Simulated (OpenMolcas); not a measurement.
Rh2+ (d7) among equal point charges was computed by CASSCF with the d shell active (OpenMolcas, ANO-RCC-VTZP on the metal). Its lowest spin-free states, and all those of the highest spin:

| 2S+1 | Degeneracy | E (cm-1) |
| --- | --- | --- |
| 4 | 1 | 0.0 |
| 4 | 3 | 2225 |
| 4 | 3 | 3966 |
| 2 | 2 | 16043 |
| 4 | 3 | 16363 |
| 2 | 3 | 16400 |
| 2 | 1 | 16870 |
| 2 | 3 | 17306 |
| 2 | 3 | 20634 |
| 2 | 3 | 20982 |
| 2 | 2 | 22104 |
| 2 | 3 | 22300 |

Question: Is the site octahedral, tetrahedral or cube-like, axial, or of lower symmetry?

Answer: The states with 2S+1 = 4 have orbital degeneracies 1, 3, 3, 3. Threefold states need a cubic site. For d7 at this spin an octahedron puts the threefold T1 below the threefold T2 and a tetrahedron or cube puts the single A2 below the threefold T2, so the site is a tetrahedron or a cube, which this pattern cannot tell apart. The first gap at this spin, 2220 cm-1, is |10Dq| in ligand-field theory. The run had Rh2+ among 8 point charges of -0.6 e arranged as a cube (Oh), 2.14 Å from the ion.

Without dynamic correlation the repulsion within the d shell is too large (B by tens of per cent), so at a given field states of lower spin stand too high. The ground term spreads over less than 5000 cm-1, several times less than with real ligands, so orbital moments are less quenched and χT lies further from the spin-only value than at real sites. This is an electrostatic model: the charges have no orbitals. No measured value stands beside these numbers.
